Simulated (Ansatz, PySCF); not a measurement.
Gas-phase reaction (SMILES): CO[Si](Cl)(Cl)Cl [trichloro(methoxy)silane] + N (NH3) → N[Si](Cl)(Cl)Cl + CO (CH4O) [methanol]; ammonia cleaves one Si-O bond, a model of a ligand-exchange step.

Geometries: B3LYP-D3(BJ)/def2-TZVP minima from Ansatz (a program for electronic structure), one conformer each, not searched for the lowest. Cores are frozen in the correlated levels unless marked. No spin-orbit coupling. No relativistic terms. CBS marks a two-point X^-3 extrapolation of the correlation energy; Hartree-Fock from the larger set. [CCSD(T)-MP2]/basis is that difference in the basis named. Thermal terms are rigid-rotor harmonic-oscillator values from B3LYP-D3(BJ) frequencies (Ansatz or PySCF) at 298.15 K and 1 atm. 1 Eh = 627.5095 kcal/mol.

```csv
species,"E, RI-MP2/CBS(aug-cc-pV(T+d)Z,aug-cc-pV(Q+d)Z)+[CCSD(T)-MP2]/aug-cc-pV(T+d)Z (Ansatz) (Eh)","E, wB97X-V/def2-TZVPD (Ansatz) (Eh)",H - E (Eh)
CO[Si](Cl)(Cl)Cl,-1783.63542,-1785.24911,0.05762
N (NH3),-56.50756,-56.56167,0.03799
N[Si](Cl)(Cl)Cl,-1724.50925,-1726.06104,0.03959
CO (CH4O),-115.61566,-115.73216,0.05533
```

Problem. Work out ΔE and ΔH at 298.15 K at the first level, then ΔH at the second.

Solution. 
1. ΔE = [(-1724.50925) + (-115.61566)] - [(-1783.63542) + (-56.50756)] = 0.01807 Eh = 11.3 kcal/mol at RI-MP2/CBS(aug-cc-pV(T+d)Z,aug-cc-pV(Q+d)Z)+[CCSD(T)-MP2]/aug-cc-pV(T+d)Z.
2. The terms H - E add up to -0.00069 Eh, so ΔH = (0.01807 + (-0.00069))×627.5095 = 10.9 kcal/mol.
3. At wB97X-V/def2-TZVPD the same steps give ΔE = 11.0 and ΔH = 10.6 kcal/mol, a shift of -0.3 from the first level.
4. These values are not checked against measurement here, since the tables used lack a sound gas-phase enthalpy of formation for at least one species.
